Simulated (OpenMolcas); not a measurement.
Rh3+ among 4 point charges of -1.5 e arranged as a square (D4h), 2.01 Å from the ion.

- Program: OpenMolcas
- Method: SS-CASPT2, IPEA 0.25 Eh, imaginary shift 0.1 Eh (closed shells correlated: 4s 4p)
- Basis: ANO-RCC-VTZP [7s6p4d2f1g]
- Scalar Hamiltonian: DKH2, point nucleus
- Active space: 6 electrons in 5 orbitals (4d)
- State averaging: 2S+1 = 5 even, 5 roots; 2S+1 = 3 even, 45 roots; 2S+1 = 1 even, 50 roots
- Spin-orbit coupling: state interaction with AMFI integrals over the reference wave functions

(1) What is the spin-free ground state (labels of D4, the rotations of D4h)?

(2) Where is the first state of the same spin?

(3) What are the lowest two levels with spin-orbit coupling?

(4) What is χT at 300 K, and how does it compare with the textbook value?

## Answers

(1) 5A1, 1-fold in its orbital part, 100 % from free-ion D terms; it has the highest spin that d6 allows.

(2) 5E at 2970 cm-1 above the ground state.

(3) A 1-fold level A1, then a 2-fold level E 97 cm-1 above it. Their leading multiplicities are 5 (98 %) and 5 (98 %).

(4) The lowest level has 2S+1 = 5, for which the spin-only value is χT = S(S+1) / 2 = 3.000 cm3 K/mol (g = 2). The computed 4.235 at 300 K differs by +1.235, through orbital momentum, spin-orbit coupling and any other state in reach.

Point charges give a weaker field than real ligands, and real ions of this kind are as a rule low spin; the high spin found here belongs to the model. Free-ion shares, where given, are those of the reference states; single-state CASPT2 does not remix them. This is an electrostatic model: the charges have no orbitals. No measured value stands beside these numbers.
